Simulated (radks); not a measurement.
Problem. Fe I, 26 electrons, occupied as [Ar] 3d6 4s2. All-electron calculation, Dirac Kohn-Sham, BLYP, spin-unpolarised, spherical densities, finite nucleus; open shells are shared between the two j in proportion to 2j + 1; Fermi nuclear charge, rms radius 3.7377 fm. Program: a radial shooting solver on a logarithmic mesh with Libxc functionals.

Spin-orbit splittings of the eigenvalues, e(l+1/2) - e(l-1/2), with zeta = 2 splitting/(2l+1) and mean radii in bohr:

| shell | occ. | splitting (eV) | zeta (eV) | <r> j=l-1/2 | <r> j=l+1/2 |
|---|---|---|---|---|---|
| 2p | 6 | 12.49 | 8.330 | 0.2334 | 0.2365 |
| 3p | 6 | 1.550 | 1.033 | 0.8514 | 0.8609 |
| 3d | 6 | ? | ? | 1.138 | 1.145 |

Estimate the 3d splitting.

Solution. 0.1524 eV (zeta = 0.06096 eV).
